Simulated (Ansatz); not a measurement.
Molecule: ZnI (charge +1, singlet). SMILES: [Zn+][I]
Geometry from a B3LYP-D3(BJ)/def2-TZVP (Ansatz, an electronic-structure program) optimisation:
```
Zn
I 1 2.4056
```
Charge +1, spin multiplicity 1.

Property: vertical electron affinity to the doublet, in eV. Terms: frozen cores in correlated levels (noble-gas shells and the d and f shells of earlier blocks); STO-3G and 3-21G all-electron and non-relativistic; LANL2DZ with its own core potentials from Na on; spin-orbit terms left out; each state is the SCF solution reached for its charge and spin; def2 sets with scalar-relativistic core potentials past Kr; UHF or UKS for open shells. Ab initio and DFT rows: single points at B3LYP-D3(BJ) geometries (Ansatz). The spin state of an ion or metal species was assumed, not searched.

```json
[
 {"level": "HF/LANL2DZ", "program": "Ansatz", "vertical electron affinity to the doublet (eV)": "7.94"},
 {"level": "PBE/LANL2DZ", "program": "Ansatz", "vertical electron affinity to the doublet (eV)": "8.11"},
 {"level": "B3LYP/3-21G", "program": "Ansatz", "vertical electron affinity to the doublet (eV)": "7.91"},
 {"level": "B3LYP/LANL2DZ", "program": "Ansatz", "vertical electron affinity to the doublet (eV)": "8.25"},
 {"level": "MP2/LANL2DZ", "program": "Ansatz", "vertical electron affinity to the doublet (eV)": "7.83"},
 {"level": "PBE/def2-TZVPD", "program": "Ansatz", "vertical electron affinity to the doublet (eV)": "8.24"},
 {"level": "B3LYP/def2-TZVPD", "program": "Ansatz", "vertical electron affinity to the doublet (eV)": "8.33"}
]
```

No value to compare with is used here. The 5 habitual levels span 7.83 (MP2/LANL2DZ) to 8.25 eV (B3LYP/LANL2DZ); B3LYP/def2-TZVPD gives 8.33.

The levels are drawn from those run, B3LYP/6-31G* more often than the rest, none by its result; runs whose electronic state is in doubt are left out.
